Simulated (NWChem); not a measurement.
All runs are NWChem calculations. System: H₆AlNO, charge 1, spin multiplicity 2, at the geometry of a parent with another charge or spin, in a state set for the comparison that need not be this species' ground state. Its SCF solution wasn't tested for a lower state. Level: ROCCSD(T)/6-31G* (spherical d), 7 core orbitals frozen.

Job file:

```
start mol
memory heap 100 mb stack 700 mb global 1900 mb
charge 1
geometry units angstroms nocenter noautoz
  Al     0.209877    -0.725790     0.000000
  H      0.776726    -1.319039     1.392402
  H      0.776726    -1.319039    -1.392402
  O     -1.429028    -0.065604     0.000000
  H     -2.221495    -0.622792     0.000000
  N      0.920058     1.214871     0.000000
  H      0.023149     1.729489     0.000000
  H      1.454156     1.493690    -0.833755
  H      1.454156     1.493690     0.833755
  symmetry group Cs
end
basis spherical
  * library 6-31g*
end
scf
  rohf
  nopen 1
  maxiter 100
  thresh 1e-7
  semidirect memsize 60000000 filesize 0
  # guess.movecs holds the orbitals of an unrestricted PBE0 run
  vectors input guess.movecs output mol.movecs
end
tce
  freeze core 7
  ccsd(t)
  2eorb
  2emet 13
  thresh 1e-6
  maxiter 100
  tilesize 24
end
task tce energy
```

Output (cleaned and shortened):

```
             Northwest Computational Chemistry Package (NWChem) 7.3.0
             --------------------------------------------------------

                                NWChem Input Module
                                -------------------

 Scaling coordinates for geometry "geometry" by  1.889725989
 (inverse scale =  0.529177249)

 Turning off AUTOSYM since
 SYMMETRY directive was detected!

                             Geometry "geometry" -> ""
                             -------------------------

 Output coordinates in angstroms (scale by  1.889725989 to convert to a.u.)

  No.       Tag          Charge          X              Y              Z
 ---- ---------------- ---------- -------------- -------------- --------------
    1 Al                  13.0000     0.20987700    -0.72579000     0.00000000
    2 H                    1.0000     0.77672600    -1.31903900     1.39240200
    3 H                    1.0000     0.77672600    -1.31903900    -1.39240200
    4 O                    8.0000    -1.42902800    -0.06560400     0.00000000
    5 H                    1.0000    -2.22149500    -0.62279200     0.00000000
    6 N                    7.0000     0.92005800     1.21487100     0.00000000
    7 H                    1.0000     0.02314900     1.72948900     0.00000000
    8 H                    1.0000     1.45415600     1.49369000    -0.83375500
    9 H                    1.0000     1.45415600     1.49369000     0.83375500

 Effective nuclear repulsion energy (a.u.)     113.6107009074

            Nuclear Dipole moment (a.u.)
            ----------------------------
        X                 Y               Z
 ---------------- ---------------- ----------------
     0.0000018897    -0.0000113384     0.0000000000

      Symmetry information
      --------------------

 Group name             Cs
 Group number              2
 Group order               2
 No. of unique centers     7

      Symmetry unique atoms

     1    2    4    5    6    7    8


 Summary of "ao basis" -> "" (spherical)
 ------------------------------------------------------------------------------
       Tag                 Description            Shells   Functions and Types
 ---------------- ------------------------------  ------  ---------------------
 *                           6-31g*                   on all atoms

 Summary of "ao basis" -> "ao basis" (spherical)
 ------------------------------------------------------------------------------
       Tag                 Description            Shells   Functions and Types
 ---------------- ------------------------------  ------  ---------------------
 Al                          6-31g*                  8       18   4s3p1d
 H                           6-31g*                  2        2   2s
 O                           6-31g*                  6       14   3s2p1d
 N                           6-31g*                  6       14   3s2p1d

                                 NWChem SCF Module
                                 -----------------

  ao basis        = "ao basis"
  functions       =    58
  atoms           =     9
  closed shells   =    16
  open shells     =     1
  charge          =   1.00
  wavefunction    = ROHF
  use symmetry    = T
  symmetry adapt  = T

 Summary of "ao basis" -> "ao basis" (spherical)
 ------------------------------------------------------------------------------
       Tag                 Description            Shells   Functions and Types
 ---------------- ------------------------------  ------  ---------------------
 Al                          6-31g*                  8       18   4s3p1d
 H                           6-31g*                  2        2   2s
 O                           6-31g*                  6       14   3s2p1d
 N                           6-31g*                  6       14   3s2p1d

      Symmetry analysis of basis
      --------------------------

        a'         41
        a"         17

 Forming initial guess at       0.0s

      Symmetry analysis of molecular orbitals - initial
      -------------------------------------------------

  Numbering of irreducible representations:

     1 a'          2 a"

  Orbital symmetries:

     1 a'          2 a'          3 a'          4 a'          5 a'
     6 a"          7 a'          8 a'          9 a'         10 a'
    11 a"         12 a'         13 a'         14 a"         15 a'
    16 a'         17 a"         18 a'         19 a'         20 a'
    21 a"         22 a'         23 a"         24 a'         25 a'
    26 a'         27 a"

 Starting SCF solution at       0.0s

 ----------------------------------------------
         Quadratically convergent ROHF

 Convergence threshold     :          1.000E-07
 Maximum no. of iterations :          100
 Final Fock-matrix accuracy:          1.000E-09
 ----------------------------------------------

              iter       energy          gnorm     gmax       time
             ----- ------------------- --------- --------- --------
                 1     -374.3897003013  6.79D-01  1.83D-01      0.2
                 2     -374.4076370898  2.23D-01  7.70D-02      0.2
                 3     -374.4119649354  1.81D-02  1.47D-02      0.3
  ga_iter_lsolve: convergence stagnant ... aborting solve

 Disabled NR: increased maxiter to 110

                 4     -374.4125475662  8.23D-02  2.48D-02      0.3
                 5     -374.4131436196  2.76D-02  7.47D-03      0.3
                 6     -374.4132331952  1.83D-02  8.24D-03      0.3
                 7     -374.4132622400  2.93D-03  9.05D-04      0.3
                 8     -374.4132631687  1.05D-03  3.59D-04      0.4
[...]
  ----- ------------  ---------------      ----- ------------  ---------------
    20      0.328965  2 H  s                 22     -0.328965  3 H  s
     9      0.295687  1 Al pz                19      0.272409  2 H  s
    21     -0.272409  3 H  s                 27     -0.163501  4 O  pz

 Vector   18  Occ=0.000000D+00  E=-8.296902D-02  Symmetry=a'
              MO Center=  1.7D-01, -1.3D+00,  5.2D-15, r^2= 5.6D+00
   Bfn.  Coefficient  Atom+Function         Bfn.  Coefficient  Atom+Function
  ----- ------------  ---------------      ----- ------------  ---------------
    11      0.788226  1 Al px                12      0.757043  1 Al py
    44     -0.408472  6 N  s                  8      0.165125  1 Al py
    30     -0.159965  4 O  py

 Vector   19  Occ=0.000000D+00  E=-3.803516D-02  Symmetry=a'
              MO Center=  4.6D-01, -8.1D-01,  1.2D-13, r^2= 6.8D+00
   Bfn.  Coefficient  Atom+Function         Bfn.  Coefficient  Atom+Function
  ----- ------------  ---------------      ----- ------------  ---------------
    11      0.913667  1 Al px                12     -0.915631  1 Al py
    28      0.448325  4 O  s                 44      0.398740  6 N  s
    20     -0.359637  2 H  s                 22     -0.359637  3 H  s
    54      0.233631  7 H  s                 56     -0.209603  8 H  s
    58     -0.209603  9 H  s

 Vector   20  Occ=0.000000D+00  E=-8.136361D-03  Symmetry=a'
              MO Center=  7.9D-01, -2.1D-01,  3.3D-13, r^2= 6.9D+00
   Bfn.  Coefficient  Atom+Function         Bfn.  Coefficient  Atom+Function
  ----- ------------  ---------------      ----- ------------  ---------------
    10      1.632384  1 Al s                 44     -1.055144  6 N  s
    20     -0.639915  2 H  s                 22     -0.639915  3 H  s
    56      0.420547  8 H  s                 58      0.420547  9 H  s
     6     -0.379032  1 Al s                 54      0.345462  7 H  s
    28     -0.324997  4 O  s                 11      0.309740  1 Al px

 center of mass
 --------------
 x =  -0.06085372 y =  -0.06455190 z =   0.00000000

 moments of inertia (a.u.)
 ------------------
         184.246578240890         -59.707687104464           0.000000000000
         -59.707687104464         219.270237779687           0.000000000000
           0.000000000000           0.000000000000         365.598666108347

  Mulliken analysis of the total density
  --------------------------------------

    Atom       Charge   Shell Charges
 -----------   ------   -------------------------------------------------------
    1 Al  13    12.01   2.00  2.00  5.98  0.71  0.97  0.06  0.06  0.23
    2 H    1     0.92   0.41  0.51
    3 H    1     0.92   0.41  0.51
    4 O    8     8.91   2.00  0.88  2.87  1.00  2.15  0.02
    5 H    1     0.50   0.44  0.06
    6 N    7     8.13   2.00  0.75  2.49  0.96  1.89  0.03
    7 H    1     0.52   0.46  0.06
    8 H    1     0.55   0.47  0.08
    9 H    1     0.55   0.47  0.08

 Mulliken analysis of the open-shell density
 -------------------------------------------

    Atom       Charge   Shell Charges
 -----------   ------   -------------------------------------------------------
    1 Al  13     0.23   0.00  0.00  0.00  0.00  0.19  0.00 -0.03  0.06
    2 H    1     0.36   0.16  0.19
    3 H    1     0.36   0.16  0.19
    4 O    8     0.06   0.00  0.00  0.04 -0.00  0.02  0.00
    5 H    1     0.00   0.00  0.00
    6 N    7    -0.00   0.00  0.00  0.00 -0.00 -0.00  0.00
    7 H    1     0.00   0.00  0.00
    8 H    1     0.00   0.00  0.00
    9 H    1     0.00   0.00  0.00

       Multipole analysis of the density wrt the origin
       ------------------------------------------------

     L   x y z        total         open         nuclear
     -   - - -        -----         ----         -------
     0   0 0 0      1.000000     -1.000000     34.000000

     1   1 0 0      1.360444     -1.103044      0.000002
     1   0 1 0     -0.316716      2.207161     -0.000011
     1   0 0 1     -0.000000     -0.000000      0.000000

     2   2 0 0    -12.219217     -3.039417    118.582425
     2   1 1 0      4.270334      2.953884     36.827079
     2   1 0 1     -0.000000     -0.000000      0.000000
     2   0 2 0     -9.385665     -6.073253    101.899556
     2   0 1 1      0.000000      0.000000      0.000000
     2   0 0 2    -14.829008     -6.436830     18.811872

                   NWChem Extensible Many-Electron Theory Module
                   ---------------------------------------------


            General Information
            -------------------
      Number of processors :     1
         Wavefunction type : Restricted open-shell Hartree-Fock
          No. of electrons :    33
           Alpha electrons :    17
            Beta electrons :    16
           No. of orbitals :   116
            Alpha orbitals :    58
             Beta orbitals :    58
        Alpha frozen cores :     7
         Beta frozen cores :     7
     Alpha frozen virtuals :     0
      Beta frozen virtuals :     0
         Spin multiplicity : doublet
    Number of AO functions :    58
       Number of AO shells :    32
        Use of symmetry is : on
      Symmetry adaption is : on
         Schwarz screening : 0.10D-09

          Correlation Information
          -----------------------
          Calculation type : Coupled-cluster singles & doubles w/ perturbation
   Perturbative correction : (T)
            Max iterations :      100
        Residual threshold : 0.10D-05
     T(0) DIIS level shift : 0.00D+00
     L(0) DIIS level shift : 0.00D+00
     T(1) DIIS level shift : 0.00D+00
     L(1) DIIS level shift : 0.00D+00
     T(R) DIIS level shift : 0.00D+00
     T(I) DIIS level shift : 0.00D+00
   CC-T/L Amplitude update :  5-th order DIIS
                I/O scheme : Global Array Library
        L-threshold :  0.10D-05
        EOM-threshold :  0.10D-05
 no EOMCCSD initial starts read in
 TCE RESTART OPTIONS
 SLICE:      F
 D4D5:       F
 quantumc:   F
 qrotation:  F
 pwtce:      F
 qducc:      F
 nacto:                         0
 nrotv:                         0
 nrot:                          0

            Memory Information
            ------------------
          Available GA space size is     249030072 doubles
          Available MA space size is     104853964 doubles

 Maximum block size supplied by input
 Maximum block size        24 doubles

 tile_dim =     14

 -------------------------------------------------
   1    alpha     a'     7 doubles       0       1
   2    alpha     a"     2 doubles       7       2
   3    alpha     a"     1 doubles       9       3
   4    beta      a'     7 doubles      10       4
   5    beta      a"     2 doubles      17       5
   6    alpha     a'    14 doubles      19       6
   7    alpha     a'    14 doubles      33       7
   8    alpha     a"    13 doubles      47       8
   9    beta      a'    14 doubles      60       9
  10    beta      a'    14 doubles      74      10
  11    beta      a"     1 doubles      88      11
  12    beta      a"    13 doubles      89      12

 Global array virtual files algorithm will be used

 Parallel file system coherency ......... OK

 4-electron integrals stored in orbital form

 v2    file size   =           827461
 4-index algorithm nr.  13 is used
 imaxsize =       30
 imaxsize ichop =        0


CCSD iterations
 ---------------------------------------------------------
 Iter          Residuum       Correlation     Cpu    Wall
 ---------------------------------------------------------
    1   0.1799316777132  -0.4249741346740     0.1     0.1
    2   0.0748138676938  -0.4440090559915     0.1     0.1
    3   0.1050559564138  -0.4488118283009     0.1     0.1
    4   0.1321947761983  -0.4574633048706     0.1     0.1
    5   0.2027231600830  -0.4488515570939     0.1     0.1
    6   0.0059912677834  -0.4558148125300     0.1     0.1
    7   0.0083316152693  -0.4558830395964     0.1     0.1
    8   0.0026141260586  -0.4560927034533     0.1     0.1
    9   0.0082785728686  -0.4560119373662     0.1     0.1
   10   0.0050668428641  -0.4564213735436     0.1     0.1
   11   0.0005277276491  -0.4565764706362     0.1     0.1
   12   0.0005933173984  -0.4565714740388     0.1     0.1
   13   0.0003207247204  -0.4565847571557     0.1     0.1
   14   0.0007648273409  -0.4565606554686     0.1     0.1
   15   0.0007711501371  -0.4566028447893     0.1     0.1
   16   0.0000629570628  -0.4565826141011     0.1     0.1
   17   0.0001419425801  -0.4565835583086     0.1     0.1
   18   0.0000741053246  -0.4565901718588     0.1     0.1
   19   0.0001936020340  -0.4565848343972     0.1     0.1
   20   0.0001978658141  -0.4565963168844     0.1     0.1
   21   0.0000097039731  -0.4565943315792     0.1     0.1
   22   0.0000101746082  -0.4565941870194     0.1     0.1
   23   0.0000050078466  -0.4565944040710     0.1     0.1
   24   0.0000130574898  -0.4565939954710     0.1     0.1
   25   0.0000196982386  -0.4565946655006     0.1     0.1
   26   0.0000021660288  -0.4565942525412     0.1     0.1
   27   0.0000042200605  -0.4565942397580     0.1     0.1
   28   0.0000026245500  -0.4565944562215     0.1     0.1
   29   0.0000082253021  -0.4565942901315     0.1     0.1
   30   0.0000248243581  -0.4565946324840     0.1     0.1
   31   0.0000005434537  -0.4565945690751     0.1     0.1
 -----------------------------------------------------------------
 Iterations converged
 CCSD correlation energy / hartree =        -0.456594569075078
 CCSD total energy / hartree       =      -374.869857857612715

 Singles contributions
    17a"  (beta ) ---    16a"  (beta )        0.2653548736

 Doubles contributions
 CCSD(T)
 Using plain CCSD(T) code
             total no. of tasks          366
 total no. of tasks / no. procs          366
                         wl_min            8           1.4
                         wl_max       941192           9.9
        thresh for no. of tasks          366

 CCSD[T]  correction energy / hartree =        -0.013082558442803
 CCSD[T] correlation energy / hartree =        -0.469677127517881
 CCSD[T] total energy / hartree       =      -374.882940416055533
 CCSD(T)  correction energy / hartree =        -0.009902595339161
 CCSD(T) correlation energy / hartree =        -0.466497164414238
 CCSD(T) total energy / hartree       =      -374.879760452951871

 Task  times  cpu:        8.8s     wall:        8.8s

 Total times  cpu:        8.8s     wall:        8.8s
```
